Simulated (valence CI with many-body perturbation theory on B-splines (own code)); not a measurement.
Sc14+: electric-dipole lines

Level of theory: configuration interaction combined with many-body perturbation theory (CI+MBPT): five valence electrons over a frozen Dirac-Fock core [He], radial functions for each j: 9 s, 9 p, 8 d, 6 f, 3 g, 1 h, with the one-electron correlation potential Σ1 (screened to all orders), the two-electron term Σ2, the three-electron term Σ3, Breit, model QED; selected single and double excitations, second order for the rest (own B-spline code, finite nucleus).

No measured spectrum was set against this ion. As an estimate, levels of excited configurations hold to 0.05 to 0.15 % of their energy, terms of the ground configuration to about 0.5 %. Among the levels kept, up to 2000 cm⁻¹ of a level comes from second order outside the variational space, and about a tenth of that is noise between levels of different J, which matters for small intervals.

Lines 201 to 250 of 274 in falling wavelength, among levels below 596.64 eV, chosen from the strongest by gf and those to the six lowest levels. Wavelengths and rates use the calculated energies, so an error of 500 cm⁻¹ moves a line at 2.210 nm by 0.011 % and its rate by three times that or more. Electric multipoles are in the length gauge, E1 and E2 with the static RPA response of the core. Weak lines are less certain than strong ones. Lines between different terms over intervals too small for the method are left out, as are lines whose strength nearly cancels. Where a level lies close to another of its J and parity, the split of strength between their lines is uncertain. The highest levels of a list are the least certain.

Names give the largest LS component (configuration and term), which can be under half, so a name can repeat, a term be missing and a line seem to break the LS rules; names also repeat where a configuration has a term twice. Letters in brackets count levels of one name in rising energy.

| λ vac (nm) | Upper | Lower | A (s⁻¹) | S (a.u.) with core polarisation | S without |
| --- | --- | --- | --- | --- | --- |
| 2.210 | 2s²2p²3d ⁴D_1/2 | 2s²2p³ ²D°_3/2 | 5.78e+10 | 6.15e-04 | 6.16e-04 |
| 2.209 | 2s²2p²3d ⁴D_3/2 | 2s²2p³ ²D°_5/2 | 1.05e+11 | 2.24e-03 | 2.25e-03 |
| 2.209 | 2s²2p²3d ⁴D_5/2 | 2s²2p³ ²D°_3/2 | 1.53e+11 | 4.87e-03 | 4.88e-03 |
| 2.209 | 2s²2p²3d ⁴D_7/2 | 2s²2p³ ²D°_5/2 | 1.78e+10 | 7.58e-04 | 7.59e-04 |
| 2.206 | 2s²2p²3d ²F_5/2 | 2s²2p³ ²D°_5/2 | 1.63e+11 | 5.18e-03 | 5.19e-03 |
| 2.206 | 2s²2p²3d ²D_3/2 [a] | 2s²2p³ ²P°_1/2 | 2.53e+12 | 5.36e-02 | 5.37e-02 |
| 2.205 | 2s2p³3p ⁶P_3/2 | 2s²2p³ ²P°_1/2 | 6.02e+09 | 1.27e-04 | 1.28e-04 |
| 2.204 | 2s²2p²3d ⁴D_3/2 | 2s²2p³ ²D°_3/2 | 7.31e+11 | 1.55e-02 | 1.55e-02 |
| 2.201 | 2s²2p²3d ²F_5/2 | 2s²2p³ ²D°_3/2 | 8.31e+11 | 2.62e-02 | 2.63e-02 |
| 2.198 | 2s²2p²3d ⁴P_5/2 | 2s²2p³ ²D°_5/2 | 1.91e+11 | 6.00e-03 | 6.01e-03 |
| 2.195 | 2s²2p²3d ²D_3/2 [b] | 2s²2p³ ²P°_3/2 | 6.47e+09 | 1.35e-04 | 1.36e-04 |
| 2.194 | 2s²2p²3d ⁴P_3/2 | 2s²2p³ ²D°_5/2 | 8.14e+10 | 1.70e-03 | 1.70e-03 |
| 2.194 | 2s²2p²3d ²P_1/2 [a] | 2s²2p³ ²D°_3/2 | 8.32e+10 | 8.68e-04 | 8.69e-04 |
| 2.194 | 2s²2p²3d ²D_5/2 [b] | 2s²2p³ ²P°_3/2 | 7.98e+11 | 2.49e-02 | 2.50e-02 |
| 2.193 | 2s²2p²3d ⁴P_5/2 | 2s²2p³ ²D°_3/2 | 8.46e+09 | 2.64e-04 | 2.64e-04 |
| 2.192 | 2s²2p²3d ²F_7/2 [a] | 2s²2p³ ²D°_5/2 | 1.29e+12 | 5.37e-02 | 5.38e-02 |
| 2.188 | 2s²2p²3d ²D_3/2 [b] | 2s²2p³ ²P°_1/2 | 1.90e+12 | 3.92e-02 | 3.93e-02 |
| 2.185 | 2s²2p²3d ²P_1/2 [b] | 2s²2p³ ²P°_3/2 | 1.35e+11 | 1.39e-03 | 1.40e-03 |
| 2.185 | 2s2p³3p ⁴P_5/2 | 2s²2p³ ²P°_3/2 | 1.06e+12 | 3.28e-02 | 3.28e-02 |
| 2.184 | 2s2p³3p ⁴P_3/2 | 2s²2p³ ²P°_3/2 | 1.28e+10 | 2.63e-04 | 2.63e-04 |
| 2.184 | 2s²2p²3d ²D_5/2 [c] | 2s²2p³ ²P°_3/2 | 4.08e+12 | 1.26e-01 | 1.26e-01 |
| 2.179 | 2s²2p²3d ²P_3/2 [b] | 2s²2p³ ²P°_3/2 | 4.59e+12 | 9.37e-02 | 9.39e-02 |
| 2.177 | 2s²2p²3d ²P_1/2 [b] | 2s²2p³ ²P°_1/2 | 2.84e+12 | 2.89e-02 | 2.90e-02 |
| 2.177 | 2s²2p²3d ²S_1/2 | 2s²2p³ ²P°_3/2 | 2.98e+12 | 3.03e-02 | 3.04e-02 |
| 2.176 | 2s²2p²3d ²D_3/2 [a] | 2s²2p³ ²D°_5/2 | 4.84e+11 | 9.84e-03 | 9.86e-03 |
| 2.176 | 2s2p³3p ⁴P_1/2 | 2s²2p³ ²P°_1/2 | 3.42e+10 | 3.47e-04 | 3.48e-04 |
| 2.175 | 2s²2p²3d ²D_5/2 [a] | 2s²2p³ ²D°_5/2 | 2.47e+12 | 7.52e-02 | 7.53e-02 |
| 2.174 | 2s2p³3p ⁶P_5/2 | 2s²2p³ ²D°_5/2 | 1.72e+10 | 5.22e-04 | 5.23e-04 |
| 2.172 | 2s²2p²3d ⁴F_3/2 | 2s²2p³ ⁴S°_3/2 | 6.58e+10 | 1.33e-03 | 1.33e-03 |
| 2.172 | 2s²2p²3d ²P_3/2 [b] | 2s²2p³ ²P°_1/2 | 5.34e+11 | 1.08e-02 | 1.08e-02 |
| 2.171 | 2s²2p²3d ²D_3/2 [a] | 2s²2p³ ²D°_3/2 | 4.74e+11 | 9.57e-03 | 9.59e-03 |
| 2.171 | 2s2p³3p ⁶P_7/2 | 2s²2p³ ²D°_5/2 | 2.68e+09 | 1.08e-04 | 1.08e-04 |
| 2.170 | 2s²2p²3d ²D_5/2 [a] | 2s²2p³ ²D°_3/2 | 3.64e+12 | 1.10e-01 | 1.10e-01 |
| 2.170 | 2s²2p²3d ²S_1/2 | 2s²2p³ ²P°_1/2 | 6.98e+11 | 7.04e-03 | 7.05e-03 |
| 2.169 | 2s2p³3p ⁶P_5/2 | 2s²2p³ ²D°_3/2 | 4.94e+10 | 1.49e-03 | 1.49e-03 |
| 2.168 | 2s²2p²3d ⁴F_5/2 | 2s²2p³ ⁴S°_3/2 | 2.10e+11 | 6.34e-03 | 6.35e-03 |
| 2.167 | 2s²2p²3d ²G_7/2 | 2s²2p³ ²D°_5/2 | 8.22e+11 | 3.30e-02 | 3.31e-02 |
| 2.159 | 2s²2p²3d ²P_3/2 [a] | 2s²2p³ ⁴S°_3/2 | 4.39e+11 | 8.72e-03 | 8.73e-03 |
| 2.158 | 2s²2p²3d ²D_3/2 [b] | 2s²2p³ ²D°_5/2 | 6.50e+11 | 1.29e-02 | 1.29e-02 |
| 2.157 | 2s²2p²3d ²D_5/2 [b] | 2s²2p³ ²D°_5/2 | 3.52e+12 | 1.04e-01 | 1.05e-01 |
| 2.157 | 2s²2p²3d ⁴D_1/2 | 2s²2p³ ⁴S°_3/2 | 1.66e+11 | 1.65e-03 | 1.65e-03 |
| 2.156 | 2s²2p²3d ⁴D_5/2 | 2s²2p³ ⁴S°_3/2 | 1.14e+12 | 3.37e-02 | 3.37e-02 |
| 2.153 | 2s²2p²3d ²D_3/2 [b] | 2s²2p³ ²D°_3/2 | 3.95e+12 | 7.77e-02 | 7.79e-02 |
| 2.153 | 2s²2p²3d ²F_7/2 [b] | 2s²2p³ ²D°_5/2 | 9.77e+12 | 3.85e-01 | 3.85e-01 |
| 2.152 | 2s²2p²3d ²D_5/2 [b] | 2s²2p³ ²D°_3/2 | 3.71e+12 | 1.10e-01 | 1.10e-01 |
| 2.151 | 2s²2p²3d ⁴D_3/2 | 2s²2p³ ⁴S°_3/2 | 2.44e+11 | 4.81e-03 | 4.81e-03 |
| 2.149 | 2s²2p²3d ²F_5/2 | 2s²2p³ ⁴S°_3/2 | 8.47e+11 | 2.49e-02 | 2.49e-02 |
| 2.148 | 2s2p³3p ⁴P_5/2 | 2s²2p³ ²D°_5/2 | 6.14e+09 | 1.80e-04 | 1.80e-04 |
| 2.147 | 2s²2p²3d ²D_5/2 [c] | 2s²2p³ ²D°_5/2 | 2.84e+10 | 8.32e-04 | 8.32e-04 |
| 2.143 | 2s²2p²3d ²P_1/2 [b] | 2s²2p³ ²D°_3/2 | 2.29e+12 | 2.23e-02 | 2.23e-02 |
